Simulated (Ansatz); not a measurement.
Stepwise reaction of `[CH3][SbH][CH3]` with hydrogen, as a gas-phase model of exchange steps in deposition or etching. ΔE in kJ/mol; ΔG adds harmonic PBE0-D4 terms to CCSD(T)/CBS, at 1 bar.

Computed with Ansatz on PBE0-D4/def2-TZVP structures; ΔE is electronic, products minus reactants. CBS: MP2 limit from def2 TZ/QZ plus the TZ coupled-cluster correction, frozen cores. This one scheme is used for every species. DFT in def2-TZVPP. B3LYP here is the variant with VWN-RPA as its local correlation; programs differ in this. Elements past krypton have def2 core potentials. For Sb outer-core shells are correlated without core-valence functions, which leaves a few kJ/mol of doubt a bond.

```json
{"step": "2", "reaction": "`[CH3][SbH2]` + H₂ → `[SbH3]` + CH₄", "PBE-D4": "-51.0", "B3LYP-D4": "-55.0", "ωB97M-V": "-54.6", "CCSD(T)/CBS": "-47.1", "ΔG(500 K)": "-39.2"}
```

**Question.** Give the row of step 1, `[CH3][SbH][CH3]` + H₂ → `[CH3][SbH2]` + CH₄. (An estimate is asked.)

**Answer.** Computed: 
| step | reaction | PBE-D4 | B3LYP-D4 | ωB97M-V | CCSD(T)/CBS | ΔG(500 K) |
| --- | --- | --- | --- | --- | --- | --- |
| 1 | `[CH3][SbH][CH3]` + H₂ → `[CH3][SbH2]` + CH₄ | -47.3 | -51.4 | -50.6 | -42.9 | -39.0 |

**Question.** By hand: ΔE of the 2 steps together at CCSD(T)/CBS.

**Answer.** (-42.9) + (-47.1) = -90.0 kJ/mol, or -45.0 kJ/mol a step.

In ΔE the steps differ by no more than 4.2 kJ/mol. All are downhill at CCSD(T)/CBS. ΔG lies between -39.2 and -39.0 kJ/mol a step. PBE-D4 differs from CCSD(T)/CBS by -4.4 to -3.9 kJ/mol a step. Isolated molecules leave out the surface, adducts and barriers. Largest T1 diagnostic: 0.014.
